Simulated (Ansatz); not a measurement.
`[Cl][Ti]([Cl])([Cl])[I]`. Total charge 0; spin multiplicity 1. I takes the def2 core potential.

```xyz
5

Cl   -1.2807   -1.7199   -0.4449
Ti    0.0148   -0.0293   -0.0762
Cl    2.0827   -0.6450   -0.2060
Cl   -0.3808    1.5294   -1.5205
I    -0.4360    0.8648    2.2476
```

Task: List the harmonic frequencies (cm⁻¹, unscaled) at PBE0-D4/def2-TZVP in Ansatz. (An estimate is asked.)

Result: The calculation gave: 92, 92, 110, 125, 125, 285, 442, 508, 508.

Task: Is this a minimum?

Result: Yes, all 9 modes are real.

Task: Give the ideal-gas thermochemistry at 298.15 K and 1 bar (rigid rotor, harmonic oscillator; point group C3v, symmetry number 3).

Result: Zero-point energy 13.7 kJ/mol; H(298) − E = 36.0 kJ/mol; entropy 384.5 J/(mol·K), of which translation 179.2, rotation 121.0, vibration 84.3; G(298) − E = -78.6 kJ/mol. Modes under 100 cm⁻¹ are hindered rotations or soft bends, so the harmonic entropy is rough.
